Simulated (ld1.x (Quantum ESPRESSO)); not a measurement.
## gallium: excitation energies, all-electron against ultrasoft

Ga (Z = 31), ultrasoft, made with ld1.x (Quantum ESPRESSO) 7.5 (PBE, fully relativistic). Core [Ar], reference 3d10 4s1 4p2. Waves: 4s (bound): rcut 1.95, rcutus 2.05 bohr; 4s channel at -0.25 Ry: rcut 1.95, rcutus 2.05 bohr; 4p (bound): rcut 1.75, rcutus 2.10 bohr; 4p channel at 2.05 Ry: rcut 1.75, rcutus 2.10 bohr; 3d (bound): rcut 1.30, rcutus 1.60 bohr; 3d channel at -1 Ry: rcut 1.30, rcutus 1.60 bohr. Local part: all-electron potential smoothed inside 1.75 bohr (lloc = -1). Core correction: Bessel-smoothed model core, default radius (core density twice the valence density). Augmentation charge: PSQ, inside the norm-conserving radii.

Open shells are filled in proportion to 2j + 1 (rel_dist='average').

Energies are relative to the spin-unpolarised reference configuration 3d10 4s1 4p2; without spin polarisation the order of configurations can differ from experiment.

Question: Give the all-electron excitation energy and the error of the potential for: 3d10 4s2 4p1; 3d10 4s2 4p0; 3d10 4s1 4p0; 3d10 4s0 4p0; 3d10 4s0 4p3; 3d9 4s2 4p1; 3d10 4s1 4p1.

Answer:

```
valence configuration  charge  ΔE all-electron (eV)  error AE − PS (meV)
         3d10 4s2 4p1       0                -6.536                 -5.9
         3d10 4s2 4p0      +1                -0.846                 -5.5
         3d10 4s1 4p0      +2                20.282                 -1.4
         3d10 4s0 4p0      +3                51.554                  -48
         3d10 4s0 4p3       0                 6.831                 -6.9
          3d9 4s2 4p1      +1                21.159                 -218
         3d10 4s1 4p1      +1                 6.524                  0.0
```

Levels in the configuration 3d10 4s1 4p0:

| level | all-electron (eV) | pseudo (eV) |
| --- | --- | --- |
| 3d j=3/2 | -39.633 | -39.621 |
| 3d j=5/2 | -39.167 | -39.156 |
| 4s j=1/2 | -26.067 | -26.079 |
